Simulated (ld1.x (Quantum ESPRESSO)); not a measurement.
Pseudopotential generation for thallium: PAW, revPBE, scalar-relativistic.

ld1.x (Quantum ESPRESSO) 7.5 input, shortened:

```
&input
   title='Tl', zed=81., rel=1, dft='REVPBE', iswitch=3,
   config='[Xe] 4f14 5d10 6s2 6p0'
 /
 &inputp
   pseudotype=3, lpaw=.true., tm=.true., lloc=-1, rcloc=1.35,
   nlcc=.true., new_core_ps=.true.,
   which_augfun='BESSEL', rmatch_augfun=1.20
 /
4
6S  1  0   2.00   0.00  1.25  1.75  0.0
6S  1  0   0.00   1.55  1.25  1.75  0.0
6P  2  1   0.00   0.00  1.55  2.15  0.0
6P  2  1   0.00  -0.20  1.55  2.15  0.0
 &test
   configts(1)='6s2 6p0'
 /
```

All-electron outer shells of the reference configuration (revPBE, scalar-relativistic, ld1.x):

| shell | level (eV) | outermost node (bohr) | outermost maximum (bohr) |
| --- | --- | --- | --- |
| 6s | -16.20 | 1.04 | 2.05 |
| 6p | -8.09 | 1.22 | 2.70 |

Is a potential produced?

No. ld1.x (Quantum ESPRESSO) 7.5 stopped with "new_paw_hamiltonian: negative rho": the spherical valence density built from the smooth waves and the augmentation charge turned negative at some radius.
